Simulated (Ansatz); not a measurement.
`CC[SiH2]P` + SiH₄ → `CC[SiH2][SiH3]` + PH₃ at 600 K and 1 bar (formal exchange of groups at the Si–P bond).

Calculated with Ansatz (gas phase, PBE0-D4/def2-TZVP geometries, no zero-point term in ΔE). CCSD(T)/CBS adds triple-zeta CCSD(T) − MP2 to the extrapolated MP2 energy (def2 sets, frozen cores). This one scheme is used for every species. One conformer a species, not always the lowest.

```tsv
species	CCSD(T)/CBS energy (Eh)	H − E (kJ/mol)	S (J/(mol·K))
`CC[SiH2]P`	-711.54406	330.7	453.9
SiH₄	-291.46306	108.7	242.3
`CC[SiH2][SiH3]`	-660.27614	353.6	473.2
PH₃	-342.72256	86.3	240.2
```

H − E and S are ideal-gas, rigid-rotor, harmonic terms from PBE0-D4/def2-TZVP, for one conformer and one mirror image of each species. 1 Eh = 2625.50 kJ/mol, R = 8.31446 J/(mol·K).

Q: By hand: ΔE, ΔH, ΔS and ΔG.

A: ΔE = (-660.27614) + (-342.72256) − (-711.54406) − (-291.46306) = 0.00842 Eh = 22.1 kJ/mol. Δ(H − E) = 353.6 + 86.3 − 330.7 − 108.7 = 0.5, so ΔH = 22.6 kJ/mol. ΔS = 473.2 + 240.2 − 453.9 − 242.3 = 17.2 J/(mol·K). ΔG = 22.6 − 600 × (17.2)/1000 = 12.3 kJ/mol.

Q: By hand: the equilibrium constant, and the temperature at which ΔG would vanish if ΔH and ΔS stayed fixed.

A: log₁₀ K = −ΔG/(RT ln 10) = -1.1. ΔG = 0 at ΔH/ΔS = 1314 K, though so small a ΔS makes that figure unsure.

TΔS isn't small against ΔH here. A doubt of 5 kJ/mol in ΔE shifts log₁₀ K by 0.4 here. Other conformers and mirror images would add mixing entropy, several J/(mol·K) or more a flexible species. Modes under 60 cm⁻¹, often nearly free rotors, make the harmonic entropy too high. These are equilibria of isolated gas molecules and say nothing of rates. Largest T1 diagnostic: 0.013 (customary marks: 0.02 for closed shells, 0.045 for open ones).
